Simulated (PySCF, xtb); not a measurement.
Complex: NH3 (SMILES N) (first 4 atoms) with CHN (SMILES C#N); geometry from B3LYP-D3(BJ)/def2-TZVP, rigid monomers moved along the line of their centres of mass till N1···H7 is 1.86 Å.
(charge 0, multiplicity 1):
```xyz
7

N     -0.31428     0.02624     0.01269
H     -1.18800     0.43655    -0.29924
H      0.43631     0.58911    -0.37308
H     -0.24709    -0.89373    -0.40943
C     -0.16635    -0.10805     2.95722
N     -0.11029    -0.15890     4.10240
H     -0.21981    -0.05970     1.87326
```

Monomers are frozen at their geometry in the pair; levels with a basis set take the counterpoise correction. Rows marked so take none.

Rows in STO-3G carry no dispersion term and start afresh at each structure.

Run with PySCF for STO-3G rows; xtb for the GFN methods. Each number belongs to the level named beside it.

Give the interaction energy at the level GFN-FF.

-174 meV

Predict the interaction energy from GFN2-xTB.

-198 meV

Give the interaction energy at the level HF/STO-3G (no counterpoise).

-369 meV
